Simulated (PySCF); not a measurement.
dichloro(silyloxy)silane (Cl2H4OSi2), SMILES Cl[SiH](Cl)O[SiH3]. Geometry optimised at PBE-D3(BJ)/def2-SVP. One conformer was computed; it need not be the lowest.

Computed equilibrium geometry at PBE-D3(BJ)/def2-SVP (PySCF confirms it by a frequency run) as a Z-matrix (one conformer of several):
```
O
Si 1 1.6491
Si 1 1.6924 2 137.78
H 2 1.4854 1 109.28 3 169.50
H 3 1.4983 1 107.15 2 149.46
H 3 1.5006 5 110.11 1 -118.78
H 3 1.5024 5 110.30 6 -121.52
Cl 2 2.0681 4 109.79 1 -120.64
Cl 2 2.0712 4 110.00 1 120.34
```
